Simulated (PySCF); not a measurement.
**From a computed spectrum to the compound**

A species of 5 atoms with charge -1 has these harmonic modes (PBE0, small Gaussian bases with core potentials, PySCF 2.14.0):

```csv
cm⁻¹,km/mol,symmetry
76,0.0,e
76,0.0,e
88,11.3,t2
88,11.3,t2
88,11.3,t2
301,0.0,a1
313,78.6,t2
313,78.6,t2
313,78.6,t2
```

(1) Which species is it, and in which structure?

Answers

(1) [ErCl4]− (singlet in the valence; each metal's 4f electrons, 11 of them, lie in its core potential, out of spins and levels):
```xyz
5

Er    0.0000    0.0000    0.0000
Cl    1.4476    1.4476    1.4476
Cl   -1.4476   -1.4476    1.4476
Cl    1.4476   -1.4476   -1.4476
Cl   -1.4476    1.4476   -1.4476
```
Ideal gas at 298.15 K and 1 bar: S = 401.7 J/(mol K), Cp = 102.0 J/(mol K), H − H(0 K) = 24.3 kJ/mol (rigid rotor, harmonic modes, spin degeneracy alone, that of the 4f electrons in the core included). An lcecp potential fixes the number of 4f electrons, so in runs with it no electron can move into or out of that shell.
 Other answers can fit too; this one was computed.
